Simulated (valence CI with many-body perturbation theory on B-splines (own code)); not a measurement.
# E1 line list for Ho LV

Computed by valence CI with perturbative core correlation (CI+MBPT): three valence electrons over a frozen Dirac-Fock core [Ne], radial functions for each j: 11 s, 11 p, 10 d, 8 f, 5 g, 2 h, with the one-electron correlation potential Σ1 (screened to all orders), the two-electron term Σ2, the three-electron term Σ3, Breit, model QED; selected single and double excitations, second order for the rest, scaled by the run's own slope (own B-spline code, finite nucleus).

No measured spectrum was set against this ion. As an estimate, large intervals hold to a few tenths of a per cent, small ones and those within an open d or f shell to about a per cent.

Lines 1 to 50 of 588 in falling wavelength, among levels below 2569.7 eV, chosen from the strongest by gf and those to the six lowest levels. Wavelengths and rates use the calculated energies. Electric multipoles are in the length gauge, E1 and E2 with the static RPA response of the core. Weak lines are less certain than strong ones. Lines between different terms over intervals too small for the method are left out, as are lines whose strength nearly cancels. The highest levels of a list are the least certain.

Levels are named by their leading jj configuration (3d3/2^4 stands for four electrons in 3d with j = 3/2), which in mixed levels can hold well under half, so a name can repeat and another be missing. Letters in brackets count levels of one name in rising energy.

| λ vac (Å) | Upper | Lower | A (s⁻¹) | S (a.u.) |
| --- | --- | --- | --- | --- |
| 208.5 | (3s 3p1/2 4p1/2) J=1/2 [a] | (3s 3p1/2 4s) J=1/2 [a] | 8.74e+09 | 7.82e-02 |
| 202.2 | (3s 3p1/2 4p1/2) J=3/2 | (3s 3p1/2 4s) J=3/2 | 5.70e+09 | 9.31e-02 |
| 192.9 | (3s^2 4p1/2) J=1/2 | (3s^2 4s) J=1/2 | 1.17e+10 | 8.28e-02 |
| 164.4 | (3s 3p1/2 4p1/2) J=1/2 [b] | (3s 3p1/2 4s) J=3/2 | 1.49e+10 | 6.53e-02 |
| 147.1 | (3s^2 3p3/2) J=3/2 | (3s 3p1/2^2) J=1/2 | 3.63e+07 | 2.28e-04 |
| 106.1 | (3s 3p1/2 3p3/2) J=3/2 [a] | (3s^2 3p3/2) J=3/2 | 1.53e+09 | 3.61e-03 |
| 102.1 | (3p1/2 3p3/2 3d5/2) J=7/2 [b] | (3s 3p3/2 3d5/2) J=5/2 [b] | 9.40e+09 | 3.96e-02 |
| 100.1 | (3p1/2 3p3/2 3d5/2) J=9/2 | (3s 3p3/2 3d5/2) J=7/2 [b] | 7.66e+09 | 3.79e-02 |
| 99.68 | (3p1/2 3d3/2^2) J=5/2 | (3s 3d3/2^2) J=3/2 | 1.11e+10 | 3.27e-02 |
| 98.74 | (3p1/2 3d3/2 3d5/2) J=9/2 | (3s 3d3/2 3d5/2) J=7/2 [b] | 1.85e+10 | 8.78e-02 |
| 96.03 | (3p1/2 3d3/2 3d5/2) J=7/2 [a] | (3s 3d3/2 3d5/2) J=5/2 [a] | 9.05e+09 | 3.16e-02 |
| 93.68 | (3s 3p1/2 3d5/2) J=7/2 | (3s^2 3d5/2) J=5/2 | 1.69e+10 | 5.49e-02 |
| 93.57 | (3s 3p1/2 3p3/2) J=5/2 | (3s^2 3p3/2) J=3/2 | 1.02e+10 | 2.47e-02 |
| 92.84 | (3p1/2 3d3/2 3d5/2) J=7/2 [a] | (3s 3d3/2 3d5/2) J=7/2 [a] | 9.45e+09 | 2.98e-02 |
| 92.61 | (3p1/2 3d3/2 3d5/2) J=9/2 | (3s 3d3/2 3d5/2) J=9/2 | 9.74e+09 | 3.82e-02 |
| 92.49 | (3p1/2 3d5/2^2) J=9/2 | (3s 3d5/2^2) J=7/2 | 2.95e+10 | 1.15e-01 |
| 91.47 | (3p1/2 3d5/2^2) J=5/2 | (3s 3d5/2^2) J=3/2 | 2.30e+10 | 5.20e-02 |
| 88.53 | (3p1/2 3p3/2 3d5/2) J=9/2 | (3s 3p3/2 3d5/2) J=7/2 [a] | 1.18e+10 | 4.04e-02 |
| 87.69 | (3p1/2^2 3p3/2) J=3/2 | (3s 3p1/2 3p3/2) J=3/2 [b] | 6.60e+09 | 8.79e-03 |
| 87.41 | (3s 3p1/2 3d5/2) J=5/2 [b] | (3s^2 3d5/2) J=5/2 | 1.31e+10 | 2.58e-02 |
| 86.89 | (3s 3p1/2^2) J=1/2 | (3s^2 3p1/2) J=1/2 | 2.73e+10 | 1.77e-02 |
| 86.04 | (3p1/2 3d5/2^2) J=1/2 | (3s 3d5/2^2) J=1/2 | 4.98e+10 | 3.13e-02 |
| 85.86 | (3p1/2 3d3/2 3d5/2) J=5/2 [b] | (3s 3d3/2 3d5/2) J=5/2 [b] | 1.58e+10 | 2.96e-02 |
| 85.62 | (3p1/2 3p3/2 3d3/2) J=7/2 | (3s 3p3/2 3d3/2) J=7/2 | 1.45e+10 | 3.60e-02 |
| 84.58 | (3p1/2 3d5/2^2) J=3/2 | (3s 3d5/2^2) J=5/2 | 3.56e+10 | 4.25e-02 |
| 84.42 | (3p1/2 3p3/2 3d5/2) J=3/2 [b] | (3s 3p3/2 3d5/2) J=1/2 | 2.16e+10 | 2.57e-02 |
| 84.07 | (3p1/2^2 3d5/2) J=5/2 | (3s 3p1/2 3d5/2) J=3/2 | 2.86e+10 | 5.03e-02 |
| 83.67 | (3p1/2 3d5/2^2) J=5/2 | (3s 3d5/2^2) J=5/2 | 2.72e+10 | 4.71e-02 |
| 83.33 | (3p1/2 3d3/2 3d5/2) J=7/2 [b] | (3s 3d3/2 3d5/2) J=7/2 [b] | 1.23e+10 | 2.82e-02 |
| 82.93 | (3p1/2 3d5/2^2) J=7/2 | (3s 3d5/2^2) J=9/2 | 3.46e+10 | 7.79e-02 |
| 81.73 | (3p1/2 3p3/2 3d5/2) J=3/2 [a] | (3s 3p3/2 3d5/2) J=5/2 [a] | 3.05e+10 | 3.28e-02 |
| 81.62 | (3s 3p1/2 3p3/2) J=3/2 [b] | (3s^2 3p3/2) J=3/2 | 1.79e+10 | 1.93e-02 |
| 81.43 | (3p1/2^2 3d5/2) J=5/2 | (3s 3p1/2 3d5/2) J=5/2 [b] | 3.01e+10 | 4.81e-02 |
| 81.36 | (3p1/2 3d5/2^2) J=9/2 | (3s 3d5/2^2) J=9/2 | 2.37e+10 | 6.30e-02 |
| 80.90 | (3p1/2 3p3/2 3d5/2) J=5/2 [a] | (3s 3p3/2 3d5/2) J=5/2 [a] | 1.67e+10 | 2.62e-02 |
| 80.01 | (3s 3p1/2 3d3/2) J=3/2 [a] | (3s 3p1/2 3p3/2) J=3/2 [b] | 1.71e+10 | 1.73e-02 |
| 78.93 | (3p1/2 3d3/2 3d5/2) J=7/2 [b] | (3s 3d3/2 3d5/2) J=9/2 | 3.98e+10 | 7.73e-02 |
| 78.56 | (3p1/2 3p3/2 3d5/2) J=7/2 [b] | (3s 3p3/2 3d5/2) J=7/2 [a] | 1.77e+10 | 3.38e-02 |
| 78.06 | (3p1/2 3p3/2^2) J=5/2 | (3s 3p3/2^2) J=5/2 | 2.16e+10 | 3.04e-02 |
| 77.95 | (3s^2 4p3/2) J=3/2 | (3s^2 4s) J=1/2 | 2.09e+11 | 1.96e-01 |
| 77.18 | (3p1/2 3p3/2 3d5/2) J=5/2 [b] | (3s 3p3/2 3d5/2) J=7/2 [a] | 2.62e+10 | 3.57e-02 |
| 77.17 | (3s 3p1/2 3p3/2) J=1/2 | (3s^2 3p3/2) J=3/2 | 2.44e+10 | 1.11e-02 |
| 77.11 | (3p1/2^2 3p3/2) J=3/2 | (3s 3p1/2 3p3/2) J=5/2 | 4.11e+10 | 3.72e-02 |
| 76.70 | (3p1/2^2 3d3/2) J=3/2 | (3s 3p1/2 3d3/2) J=5/2 | 6.17e+10 | 5.50e-02 |
| 76.65 | (3p1/2^2 3d5/2) J=5/2 | (3s 3p1/2 3d5/2) J=7/2 | 5.65e+10 | 7.53e-02 |
| 76.61 | (3p1/2 3p3/2 3d5/2) J=7/2 [a] | (3s 3p3/2 3d5/2) J=9/2 | 4.30e+10 | 7.64e-02 |
| 76.14 | (3p1/2 3p3/2^2) J=3/2 | (3s 3p3/2^2) J=5/2 | 4.06e+10 | 3.54e-02 |
| 74.54 | (3s 3p1/2 3d3/2) J=5/2 | (3s 3p1/2 3p3/2) J=3/2 [b] | 4.48e+09 | 5.50e-03 |
| 74.37 | (3p1/2 3d3/2 3d5/2) J=5/2 [b] | (3s 3d3/2 3d5/2) J=7/2 [a] | 2.45e+10 | 2.99e-02 |
| 74.18 | (3p1/2 3p3/2 3d3/2) J=5/2 [b] | (3s 3p3/2 3d3/2) J=7/2 | 4.92e+10 | 5.95e-02 |
